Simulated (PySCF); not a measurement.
Sn(H)(F)2(OH) (F₂H₂OSn), SMILES [OH][SnH]([F])[F]. Atoms are numbered in the order given.

```xyz
6

Sn    -0.0009     0.2492     0.0000
O      1.8493    -0.4131     0.0000
F     -0.9192    -0.5398     1.5088
F     -0.9192    -0.5398    -1.5088
H     -0.0987     1.9425     0.0000
H      1.8949    -1.3811     0.0000
```
Charge 0, spin multiplicity 1.

Geometry optimised at B3LYP-D3(BJ)/def2-SVP. The def2 effective core potentials stand for the cores of Sn; spin–orbit coupling is left out. Other conformers were not sampled.

All values below come from B3LYP-D3(BJ)/def2-SVP (PySCF).

Frequencies are harmonic and unscaled.

```tsv
mode	ν (cm⁻¹)	IR (km/mol)	moving atoms (share of kinetic energy)
1	123	25.6	H 55 %, F 27 %, O 14 %
2	175	18.3	F 80 %, O 10 %, Sn 8 %
3	190	46.4	F 50 %, Sn 24 %, O 21 %
4	215	120.4	O 42 %, H 41 %, F 14 %
5	528	45.9	H 95 %
6	546	44.2	H 96 %
7	633	22.7	F 63 %, O 29 %
8	646	63.6	F 84 %, Sn 16 %
9	651	81.6	O 58 %, F 26 %, Sn 16 %
10	868	83.1	H 93 %
11	1992	47.2	H 99 %
12	3814	91.2	H 94 %
```
